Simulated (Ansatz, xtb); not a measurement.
Reaction R1 + 2 R2 + R3 + 3 R4 → 6 P1 + P2, each structure at its B3LYP-D3(BJ)/def2-SVP stationary point, reached from a drawn start (curvature not checked).
R1: CH4 (SMILES C), charge 0, multiplicity 1.
P1: H2 (SMILES [H][H]), charge 0, multiplicity 1.
R2, H2O (SMILES O) (charge 0, multiplicity 1):
| atom | x (Å) | y (Å) | z (Å) |
|---|---|---|---|
| O | 0.0000 | 0.0000 | 0.4007 |
| H | 0.0000 | 0.7570 | -0.2004 |
| H | 0.0000 | -0.7570 | -0.2004 |
R3, HF (SMILES F) (charge 0, multiplicity 1):
```xyz
2

F      0.00000     0.00000     0.46236
H      0.00000     0.00000    -0.46236
```
R4: SiH4 (SMILES [SiH4]), charge 0, multiplicity 1.
P2, CH9FO2Si3 (SMILES C[Si](F)(O[SiH3])O[SiH3]) (charge 0, multiplicity 1):
```tsv
atom	x (Å)	y (Å)	z (Å)
Si	-0.0401	-0.7908	0.5904
O	-1.3010	0.2151	0.2784
Si	-1.7954	1.7942	0.0956
O	1.2336	-0.4252	-0.3833
Si	2.2241	0.7926	-0.9358
F	0.4312	-0.5067	2.1195
C	-0.5353	-2.5562	0.3940
H	-3.2238	1.8894	0.4991
H	-1.6546	2.1993	-1.3312
H	-0.9709	2.6994	0.9457
H	2.6744	0.4457	-2.3102
H	3.4063	0.9393	-0.0430
H	1.4700	2.0803	-0.9712
H	-1.3730	-2.8011	1.0647
H	-0.8529	-2.7515	-0.6419
H	0.3075	-3.2240	0.6293
```

P less R. No zero-point or thermal terms. One arrangement of each flexible species, with no search for the lowest.

Frozen-core correlation throughout.

The values were computed with Ansatz (a quantum-chemistry and plane-wave program) with Gaussian orbitals; xtb for the GFN methods. All values are computed, each at the level named.

### Question
One of these levels gives -4.751 eV for the reaction energy. Which?
(A) GFN1-xTB
(B) B3LYP/def2-TZVPP
(C) CCSD/cc-pV(D+d)Z
(D) r2SCAN/def2-TZVPP

### Answer
D, r2SCAN/def2-TZVPP. The others give -5.188 (GFN1-xTB), -4.252 (B3LYP/def2-TZVPP), -3.586 (CCSD/cc-pV(D+d)Z)
